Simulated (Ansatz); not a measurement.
Start from `O[SiH2][SiH](O)S` and change one atom or group to get `O[SiH2][SiH](F)S`.

Ansatz, PBE0-D4/def2-TZVP geometries, multiplicity 1. Each molecule was computed in one conformer, which needn't be the lowest.

```csv
property,`O[SiH2][SiH](O)S`
HOMO energy (PBE0/def2-TZVPP) / eV,-7.42
HOMO–LUMO gap (B3LYP/def2-TZVPP) / eV,6.26
size of the dipole moment (PBE/def2-TZVPP) / D,1.74
HOMO energy (PBE/def2-TZVPP) / eV,-6.22
HOMO–LUMO gap (PBE/def2-TZVPP) / eV,4.64
HOMO–LUMO gap (PBE0/def2-TZVPP) / eV,6.69
```

(1) What does the change do to each property? (Best estimate.)

Results:

(1) Computed: 
| property | `O[SiH2][SiH](F)S` | shift |
| --- | --- | --- |
| HOMO energy (PBE0/def2-TZVPP) / eV | -8.01 | -0.59 |
| HOMO–LUMO gap (B3LYP/def2-TZVPP) / eV | 6.75 | 0.49 |
| size of the dipole moment (PBE/def2-TZVPP) / D | 1.42 | -0.32 |
| HOMO energy (PBE/def2-TZVPP) / eV | -6.77 | -0.55 |
| HOMO–LUMO gap (PBE/def2-TZVPP) / eV | 5.08 | 0.44 |
| HOMO–LUMO gap (PBE0/def2-TZVPP) / eV | 7.15 | 0.46 |

With PBE0 the HOMO falls by 0.59 eV and the LUMO falls by 0.12 eV, so the gap widens by about 0.47 eV. PBE moves the HOMO by -0.55 eV and ωB97M-V by -0.58 eV. Dipoles are sizes alone; their direction can turn.

B3LYP here is the variant with VWN-RPA as its local correlation; programs differ in this.
